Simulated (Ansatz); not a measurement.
Ansatz (a first-principles code) input:

Ansatz 0.2 input:
```yaml
crystal:
  periodic: [false, false, false]
  atoms:
    - {symbol: B, position_ang: [0.52125907, -0.18583225, 0.18708846]}
    - {symbol: Cl, position_ang: [-0.23009970, 1.81157693, -0.29372172]}
    - {symbol: O, position_ang: [1.68913866, -0.25059453, 0.54939076]}
    - {symbol: O, position_ang: [-0.59497487, -0.92911796, -0.05709140]}
    - {symbol: H, position_ang: [-1.31687684, -0.37023366, -0.34577118]}
basis:
  gaussian:
    orbitals: def2-TZVP
hamiltonian:
  xc: b3lyp
  dispersion: d3bj
total_charge: -1
relax: {f_tol: 0.002, max_steps: 150}
```

Question: Which total energy does the run end on?

Answer: -636.41224 Eh (B3LYP-D3(BJ)/def2-TZVP). The basis has 136 functions. The run takes around 40 core-seconds (rough).

It need not be the lowest isomer of its formula. Whether it binds its extra electron was not tested at this geometry.
